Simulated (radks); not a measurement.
Q: All-electron atom: Ni I in [Ar] 3d8 4s2. Calculated with a radial shooting solver on a logarithmic mesh with Libxc functionals: scalar-relativistic Kohn-Sham, LDA (Slater exchange, Perdew-Zunger correlation), spin-polarised, spherical densities, finite nucleus; open shells are filled with parallel spins first; Fermi nuclear charge, rms radius 3.7757 fm. Some entries of the table are withheld. Estimate them.

orbital,occ.,eigenvalue (eV),r(max) (bohr)
1s up,1,-8194.954,0.03546
1s down,1,-8194.938,0.03546
2s up,1,-980.2652,0.2050
2s down,1,-979.1139,0.2049
2p up,3,-844.4695,0.1648
2p down,3,-843.5820,0.1648
3s up,1,-111.4420,0.6397
3s down,1,-109.3165,0.6401
3p up,3,(1),0.6462
3p down,3,(2),0.6469
3d up,5,-9.9592,0.6249
3d down,3,-8.1351,0.6290
4s up,1,-6.0211,2.200
4s down,1,-5.6974,2.246

A: 
(1) 3p up eigenvalue (eV): -72.1772
(2) 3p down eigenvalue (eV): -70.1096
